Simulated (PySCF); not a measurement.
Input for PySCF: R-BP86/6-31G* on H10Si4 (SMILES [SiH3][SiH2][SiH2][SiH3]).

```python
from pyscf import gto, scf, dft, mp
from pyscf.data.elements import chemcore

mol = gto.M(
    atom='''
    Si    2.94103753   -0.17299863   -0.40704782
    Si    0.75833370    0.65421466   -0.61691885
    Si   -0.75819909   -0.65357235    0.60174495
    Si   -2.94145510    0.17273298    0.39446371
    H     2.99516300   -1.56795749   -0.90765426
    H     3.33955488   -0.16875283    1.02151741
    H     3.91117012    0.64593245   -1.17417135
    H     0.70024422    2.05427955   -0.12216116
    H     0.35651652    0.65949768   -2.04761406
    H    -0.70013575   -2.05364590    0.10709022
    H    -0.35498192   -0.65871671    2.03199850
    H    -3.34527977    0.16059585   -1.03250965
    H    -3.90842503   -0.64204718    1.16987252
    H    -2.99354332    1.57043790    0.88774240
    ''',
    basis='6-31g*',
    cart=True,
    charge=0, spin=0, verbose=3, max_memory=1800)
mf = dft.RKS(mol, xc='b88,p86')
mf.conv_tol = 1e-8
mf.max_cycle = 100
mf.kernel()
if not mf.converged:
    mf = mf.newton().run(mf.mo_coeff, mf.mo_occ)
```

Program output:

```
converged SCF energy = -1164.00614372134
```

The run converged.

Cost: very roughly 7 core-seconds.
